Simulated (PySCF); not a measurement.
CH2F (SMILES [CH2]F), doublet, geometry from GFN2-xTB, with bond 3-1 at 1.3 times its length. Base run: B3LYP/6-31G (PySCF).

Input for PySCF:
```python
from pyscf import gto, scf, dft

mol = gto.Mole()
mol.atom = '''
    C    -0.645663    0.054234    0.065714
    F     0.678133   -0.056936   -0.031970
    H    -1.359081   -1.131382   -0.088134
    H    -1.034768    1.044799   -0.053923
'''
mol.basis = '6-31g'
mol.charge = 0
mol.spin = 1
mol.verbose = 4
mol.build()

mf = dft.UKS(mol)
mf.xc = 'b3lyp'
mf.kernel()
mf.analyze()
```

Each row names what was changed in the base input (with any setting that the change needs).

```
change                                                                            ΔE vs base (µEh)  SCF cycles  <S^2>
--------------------------------------------------------------------------------  ----------------  ----------  -----
base                                                                                           0.0          10  0.755
init_guess = atom                                                                              0.0          10  0.755
conv_tol = 1e-7                                                                                0.0           8  0.755
diis = off; damp = 0.3 (with mf.diis_start_cycle = 200; with mf.max_cycle = 150)               0.0          59  0.755
solver = newton                                                                                0.0           -  0.755
level_shift = 0.3 (with mf.max_cycle = 100)                                                    0.0          15  0.755
conv_tol = 1e-12                                                                               0.0          12  0.755
init_guess = vsap                                                                              0.0          10  0.755
level_shift = 1.0 (with mf.max_cycle = 100)                                                    0.0          32  0.755
conv_tol_grad = 1e-3                                                                           0.0          10  0.755
conv_tol = 1e-11                                                                               0.0          11  0.755
DIIS = ADIIS                                                                                   0.0          17  0.755
solver = newton; init_guess = 1e                                                               0.0           -  0.755
```

Open shells are given as the SCF converged; they aren't shown to be the lowest states, and a large step between rows can be another state.
